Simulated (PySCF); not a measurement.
Input of a run (PBE0-D3(BJ)/def2-SVP geometry optimisation, gas phase (PySCF 2.14.0)), started from GFN2-xTB:
```
{"job": {"xc": "PBE0", "basis": "def2-SVP", "d3": "d3bj", "grid": 1, "shake": 0.01, "kind": "geom"}, "charge": 0, "multiplicity": 1}
F     -2.781060    -1.474040    -0.474130
C     -1.698950    -1.693260     0.302170
C     -0.664980    -0.632070     0.105200
C      0.711740    -1.013350    -0.044570
C      1.695660    -0.092050    -0.211740
Si     3.494890    -0.601090    -0.415800
C      1.352510     1.258260    -0.212350
C      0.042300     1.654700    -0.069050
C     -0.998370     0.726290     0.126590
Si    -2.784640     1.315170     0.302900
H     -2.059780    -1.711890     1.350240
H     -1.314080    -2.677600     0.029890
H      0.895630    -2.059530    -0.044850
H      3.947590    -0.194470    -1.734320
H      3.587680    -2.070450    -0.269170
H      4.306740     0.066970     0.623210
H      2.113250     2.021760    -0.341180
H     -0.228010     2.707880    -0.071200
H     -3.499750     1.163840    -0.968510
H     -2.731310     2.741270     0.673330
H     -3.458230     0.585930     1.366370
```

Output (energies in Eh, forces in Eh/bohr):
```
step   0  E = -951.06930429  max force = 0.059477
step   1  E = -951.07630885  max force = 0.004953
step   2  E = -951.07662379  max force = 0.001552
step   3  E = -951.07665329  max force = 0.002608
step   4  E = -951.07670530  max force = 0.001134
step   5  E = -951.07673516  max force = 0.001170
step   6  E = -951.07676151  max force = 0.000804
step   7  E = -951.07677150  max force = 0.000828
step   8  E = -951.07677605  max force = 0.000371
optimisation converged
```

Task: Summarise the run.

Result: The energy falls by 0.203 eV over 9 energy and gradient evaluations, the largest force component goes from 0.0595 to 3.7e-04 Eh/bohr, and the atoms move by 0.063 Å rms after alignment. Among the bonds, C4–C5 and Si6–H14 change most and about equally (+0.043 Å). Bonds longer at the end by more than 0.005 Å: 16 of 21; shorter: 2. Among the angles that change most is C3–C4–H13, from 115.3° to 118.7°. The energy never rose by more than 1e-6 Eh on the way. The first step brought 94 % of the lowering.

Task: What are the final bond lengths?

Result: F1–C2 1.377 Å, C2–C3 1.501 Å, C3–C4 1.396 Å, C4–C5 1.401 Å, C5–Si6 1.880 Å, C5–C7 1.401 Å, C7–C8 1.392 Å, C8–C9 1.402 Å, C9–Si10 1.890 Å, C3–C9 1.407 Å, C2–H11 1.105 Å, C2–H12 1.102 Å, C4–H13 1.095 Å, Si6–H14 1.495 Å, Si6–H15 1.494 Å, Si6–H16 1.495 Å, C7–H17 1.094 Å, C8–H18 1.094 Å, Si10–H19 1.491 Å, Si10–H20 1.497 Å, Si10–H21 1.493 Å. Numbering counts from 1 in the input's order; the species is `FCc1cc([SiH3])ccc1[SiH3]`.

The run used 203 basis functions and 63 SCF cycles in all. Time: 6.0 min of wall time; peak memory 0.91 GiB. Hardware: Arm Neoverse N1, one thread, no GPU, shared host.

No PBE0-D3(BJ)/def2-SVP frequencies stand behind this structure, so it isn't proved a minimum. One conformer, not necessarily the lowest.

The values belong to the conformer `[F:1][CH2:2][c:3]1[cH:4][c:5]([SiH3:6])[cH:7][cH:8][c:9]1[SiH3:10]`: F1–C2–C3–C4 -141°.
